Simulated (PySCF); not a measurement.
**How methods differ on the ionisation energy of I²⁴⁺**

I²⁴⁺ [Ar] 3d10 4s1 [4s1/2^1, M_J = 1/2] → I²⁵⁺ [Ar] 3d10, as a difference of total energies. Computed with PySCF 2.14 in an even-tempered Gaussian basis (17 s from 1.8 bohr⁻², ratio 2.8; 13 p from 2.3 bohr⁻², ratio 2.8; 8 d from 4.2 bohr⁻², ratio 2.8; 4 f from 10 bohr⁻², ratio 3), with the two-component X2C-1e Hamiltonian. Correlated levels: [Ne] frozen; the 74 highest virtual spinors dropped. "Screened" scales the spin-orbit matrix elements by Boettger's factors to mimic the two-electron term; Breit and QED terms are absent.

```tsv
method	ionisation energy (eV)
GHF (spin-free)	794.04
GMP2 (spin-free)	795.19
GHF (screened spin-orbit)	794.00
GMP2 (screened spin-orbit)	795.15
```

Task: How much does correlation contribute at GMP2 (screened spin-orbit)?

Result: 795.15 − (794.00) = 1.15 eV, measured against GHF (screened spin-orbit).

Breit and QED terms and the two-electron picture change are absent.

For comparison: 800.8 ± 0.4 eV (semi-empirical (NIST evaluation); NIST Atomic Spectra Database, ionization energies).
